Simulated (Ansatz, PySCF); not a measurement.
The pair A = N2 (SMILES N#N) (first 2 atoms), B = CH4O (SMILES CO); geometry from B3LYP-D3(BJ)/def2-TZVP.
(charge 0, multiplicity 1):
```xyz
8

N     -0.34839     0.36281    -0.32614
N      0.36658    -0.35851     0.07092
C      0.22809    -0.49595     3.64356
O     -0.63274     0.43878     3.00659
H      0.92527    -0.00982     4.33477
H      0.80483    -0.97862     2.85620
H     -0.32982    -1.26712     4.18595
H     -1.15891     0.88330     3.67818
```

Correlated levels freeze the cores. MP2 and its Hartree–Fock in aug-cc-pVQZ are density fitted. Rows in 6-31G* carry no dispersion term and start afresh at each structure (6-31G* with six Cartesian d functions).

Run with Ansatz (Gaussian basis) for Hartree–Fock, density functionals and correlated methods; PySCF for 6-31G* rows. 

Total energies (hartree), monomers frozen at their geometry in the pair:

| structure | B3LYP/6-31G* | B3LYP/def2-TZVPPD | MP2/aug-cc-pVQZ |
|---|---|---|---|
| AB | -225.2390005 | -225.3544003 | -224.9574906 |
| A in the pair's basis | -109.5240186 | -109.5738623 | -109.3926968 |
| B in the pair's basis | -115.7149261 | -115.7804977 | -115.5629229 |
| A | -109.5234613 | -109.5738001 | -109.3925280 |
| B | -115.7142479 | -115.7804843 | -115.5628720 |

Question: Work out the interaction energy without and with the counterpoise correction, and the superposition error, for each level.

Answer: 
E(AB) − E(A) − E(B), times 627.509 kcal/mol, with the monomers in their own basis and then in the pair's basis:
- B3LYP/6-31G*: -0.81 uncorrected, -0.04 corrected; the monomers gain 0.78 kcal/mol from borrowed functions
- B3LYP/def2-TZVPPD: -0.07 uncorrected, -0.03 corrected; the monomers gain 0.05 kcal/mol from borrowed functions
- MP2/aug-cc-pVQZ: -1.31 uncorrected, -1.17 corrected; the monomers gain 0.14 kcal/mol from borrowed functions

Ansatz is a first-principles code.
